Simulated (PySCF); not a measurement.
C5H5ClS3.
Numbering: `[CH3:1][CH2:2][c:3]1[s:4][c:5](=[S:6])[s:7][c:8]1[Cl:9]` (hydrogens: H10, H11, H12 on C1; H13, H14 on C2)

Computed, not measured: TDDFT CAM-B3LYP/def2-SVPD, vertical, gas phase, core orbitals frozen in the response (PySCF 2.14.0, density-fitted response routines). Geometry: PBE0-D3(BJ)/def2-SVP, one conformer, isolated molecule. Torsions of this conformer, `[CH3:1][CH2:2][c:3]1[s:4][c:5](=[S:6])[s:7][c:8]1[Cl:9]`: C1–C2–C3–S4 -80°.

Kohn–Sham orbitals with the atoms that hold most of them (Löwdin shares over 4%, at most four atoms; ? is withheld):

```tsv
orbital	ε (eV)	atoms
HOMO-3	-10.13	S4 20%, C3 17%, C5 15%, S6 13%
HOMO-2	-9.87	S7 29%, Cl9 20%, S4 16%, C8 13%
HOMO-1	-8.08	S6 73%, C5 14%, S7 5%, S4 5%
HOMO	-7.60	?
LUMO	-1.16	?
LUMO+1	0.03	S4 25%, S7 23%, C8 10%, C5 10%
LUMO+2	0.22	C8 25%, C3 25%, S7 13%, S4 12%
```

Which atoms hold the LUMO, and with what shares?

C5 (bonded to 3 S) 36%; S6 (bonded to C) 31%; S7 (bonded to 2 C) 15%; S4 (bonded to 2 C) 14%. By element: sulfur 60%, carbon 36% or more.

Give the leading atoms of the HOMO.

S6 (bonded to C) 32%; S4 (bonded to 2 C) 14%; S7 (bonded to 2 C) 13%; C8 (bonded to C, Cl and S) 12%. By element: sulfur 59%, carbon 12% or more.

How does S1 compare with the orbital gap of 6.44 eV?

S1 is at 2.96 eV (f = 0.0000), 3.48 eV below the gap, made of HOMO-1→LUMO (99%). Its leading pair isn't HOMO and LUMO; the energies of that pair differ by 6.92 eV. Without the coupling terms of the response equations the lowest excitation would equal the gap.

Give energy, strength and leading configuration of S1, S2, S3 and S5, and follow the Löwdin shares of the leading atoms from the occupied to the empty orbital.

- S1 (2.96 eV, f 0.0000), HOMO-1→LUMO (99%): S6 73% → 31%, C5 14% → 36%
- S2 (3.81 eV, f 0.198), HOMO→LUMO (96%): S6 32% → 31%, S4 14% → 14%, C5 at most 13% → 36%
- S3 (4.33 eV, f 0.0016), HOMO→LUMO+1 (79%): S6 32% → at most 10%, S4 14% → 25%, S7 13% → 23%
- S5 (5.19 eV, f 0.0065), HOMO-1→LUMO+1 (75%): S6 73% → at most 10%, C5 14% → 10%, S4 5% → 25%, S7 5% → 23%

Löwdin shares depend on the basis, the more so with diffuse functions.
